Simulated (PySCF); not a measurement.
# Correlation energy of As²⁺ (arsenic, charge +2)

[Ar] 3d10 4s1 4p2, high-spin 4P determinant (an excited configuration). All numbers are calculated (PySCF 2.14, the spin-free X2C one-electron Hamiltonian (Gaussian nucleus), in x2c-QZVPPall with one added diffuse shell each of s, p, d, f type (12s9p6d5f1g, 113 functions)). Frozen: [Ar] 3d10; 3 electrons correlated.

MP2 pair energies summed by pair of shells (mhartree):

| pair | energy | share (%) |
| --- | --- | --- |
| 4p-4p | -5.58 | 59.3 |
| 4s-4p | -3.83 | 40.7 |

Total MP2 correlation energy: -9.41 mhartree.

Same-spin part -9.41 and opposite-spin part 0.00 mhartree; SCS-MP2 scales them by 1/3 and 6/5 to -3.14 mhartree.
